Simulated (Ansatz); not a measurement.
The first iterations of a band of CH₄BOSb (8 atoms, charge 0, multiplicity 1).

Level of theory: RKS CAM-B3LYP-D4/def2-SVP in Ansatz.

```yaml
movable_images: 7
climbing_image: yes
spring: 5.0 eV/Å²
optimiser: quadratic models (default)
start_path: through a guess of the saddle point
force_threshold: 0.05 eV/Å
iteration_limit: 60
end_points: relaxed
```

Initial state:

```xyz
8
Properties=species:S:1:pos:R:3
B -0.363 0.597 -0.704
C 0.722 0.360 0.395
O 0.896 -1.050 0.482
Sb -0.510 -1.651 -0.869
H -0.844 1.605 -1.145
H 0.357 0.789 1.357
H 1.682 0.886 0.204
H -1.847 -1.593 0.224
```

Final state:

```xyz
8
Properties=species:S:1:pos:R:3
B -0.340 0.665 -0.962
C 0.366 0.263 0.400
O 0.262 -1.204 0.445
Sb -0.945 -1.267 -1.560
H -0.424 1.778 -1.404
H -0.129 0.691 1.288
H 1.436 0.522 0.464
H -0.134 -1.504 1.273
```

| iteration | highest image above the first end (eV) | largest band force component (eV/Å) |
| --- | --- | --- |
| 1 | 5.753 | 21.380 |
| 2 | 1.996 | 4.918 |
| 3 | 1.603 | 3.193 |

**Question.** Does the band converge within its limit, and where does its top end?

**Answer.** The run converged. It ended after 10 iterations with the highest image 1.391 eV above the first end. A vibrational analysis at the climbing image gives one clearly imaginary mode, 1341i cm⁻¹: a first-order saddle point. The orbitals stay closed-shell, which can raise the energy where a bond breaks towards radicals; this wasn't checked here.

The run took 3.2 min on 2 threads of Arm Neoverse V1, with other jobs on the host, peak memory 0.22 GiB.
